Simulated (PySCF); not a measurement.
SMILES FB(F)C (CH₃BF₂) (CAM-B3LYP/def2-SVP optimised geometry):

```
7

B     -0.634     0.008     0.000
F     -1.325    -1.118    -0.021
F     -1.348     1.118     0.000
C      0.923     0.008     0.000
H      1.348     0.998     0.209
H      1.279    -0.317    -0.992
H      1.316    -0.721     0.725
```

Calculation: CAM-B3LYP/def2-TZVP in PySCF 2.14.0.

### Question
What are the frontier orbital energies and the dipole moment?

### Answer
HOMO-2 -13.02 eV, HOMO-1 -12.77 eV, HOMO -11.76 eV, LUMO 1.36 eV, LUMO+1 1.49 eV; dipole moment 1.68 D.

On the same geometry PBE/def2-TZVP in PySCF gives HOMO-2 -9.94 eV, HOMO-1 -9.40 eV, HOMO -8.58 eV, LUMO -0.68 eV, LUMO+1 0.02 eV; dipole moment 1.56 D.

Meta-Löwdin charges at CAM-B3LYP/def2-TZVP: B1 0.67, F2 -0.30, F3 -0.29, C4 -0.50, H5 0.13, H6 0.15, H7 0.14.
